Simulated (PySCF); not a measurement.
AlH₃, charge +1, multiplicity 2. Atoms are numbered in the order given.

```xyz
4

Al     0.0000     0.0000     0.0809
H      0.0000     0.8804    -1.3384
H      0.0000    -0.8804    -1.3384
H      0.0000     0.0000     1.6250
```
Charge +1, spin multiplicity 2.

Geometry optimised at ωB97X-D3(BJ)/def2-TZVPD.

Level of theory: PBE/def2-TZVPD run with PySCF.

Mulliken values depend strongly on the basis, most of all with diffuse functions as here. ESP charges are fitted to the potential on shells at 1.4 to 2.0 van der Waals radii. Atomic charges (e):

```json
[
 {"atom": "Al1", "meta-Löwdin": "0.80", "Mulliken": "0.43", "ESP fit": "1.00", "Mulliken spin": "0.26"},
 {"atom": "H2", "meta-Löwdin": "0.10", "Mulliken": "0.19", "ESP fit": "0.04", "Mulliken spin": "0.37"},
 {"atom": "H3", "meta-Löwdin": "0.10", "Mulliken": "0.19", "ESP fit": "0.04", "Mulliken spin": "0.37"},
 {"atom": "H4", "meta-Löwdin": "0.01", "Mulliken": "0.18", "ESP fit": "-0.07", "Mulliken spin": "0.00"}
]
```
